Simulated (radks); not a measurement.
Values are calculated unless marked as measured or tabulated.
Trend from Sc4+ to Zn4+: ionisation energy by Delta-SCF between NIST ground configurations, and size. Code: a radial shooting solver on a logarithmic mesh with Libxc functionals. Model: Dirac Kohn-Sham, PBEsol, spin-unpolarised, spherical densities, finite nucleus; open shells fill j = l - 1/2 first; Fermi nuclear charge, rms radius of each element as measured or else 0.836 A^(1/3) + 0.57 fm.

| species | configuration | configuration of the ion | IE (eV) | NIST (eV) | kind | -e(HOMO) (eV) | outermost | <r> outermost (bohr) |
|---|---|---|---|---|---|---|---|---|
| Sc4+ | [Ne] 3s2 3p5 | [Ne] 3s2 3p4 | 92.883 | 91.95 | semi-emp. | 83.068 (3p3/2) | 3p3/2 | 1.09 |
| Ti4+ | [Ar] | [Ne] 3s2 3p5 | 99.389 | 99.30 | exp. | 89.049 (3p3/2) | 3p3/2 | 1.03 |
| V4+ | [Ar] 3d1 | [Ar] | 65.245 | 65.282 | exp. | 55.193 (3d3/2) | 3d3/2 | 1.08 |
| Cr4+ | [Ar] 3d2 | [Ar] 3d1 | 68.404 | 69.46 | semi-emp. | 58.012 (3d3/2) | 3d3/2 | 1.02 |
| Mn4+ | [Ar] 3d3 | [Ar] 3d2 | 71.472 | 72.4 | semi-emp. | 60.744 (3d3/2) | 3d3/2 | 0.965 |
| Fe4+ | [Ar] 3d4 | [Ar] 3d3 | 74.458 | 75.0 | semi-emp. | 63.398 (3d3/2) | 3d3/2 | 0.919 |
| Co4+ | [Ar] 3d5 | [Ar] 3d4 | 77.126 | 79.5 | semi-emp. | 65.764 (3d5/2) | 3d5/2 | 0.879 |
| Ni4+ | [Ar] 3d6 | [Ar] 3d5 | 79.950 | 76.1 | semi-emp. | 68.266 (3d5/2) | 3d5/2 | 0.841 |
| Cu4+ | [Ar] 3d7 | [Ar] 3d6 | 82.712 | 80 | semi-emp. | 70.711 (3d5/2) | 3d5/2 | 0.806 |
| Zn4+ | [Ar] 3d8 | [Ar] 3d7 | 85.419 | 83 | semi-emp. | 73.104 (3d5/2) | 3d5/2 | 0.774 |

Reference values: NIST Atomic Spectra Database (exp. = measured, semi-emp. = semi-empirical, theory = theoretical value adopted there). Spin polarisation and multiplet splitting are left out, so open shells lie too high by an amount that depends on their filling.

Beside tabulated values, note that spin-unpolarised runs miss the spin-polarisation part of the exchange energy of open shells.
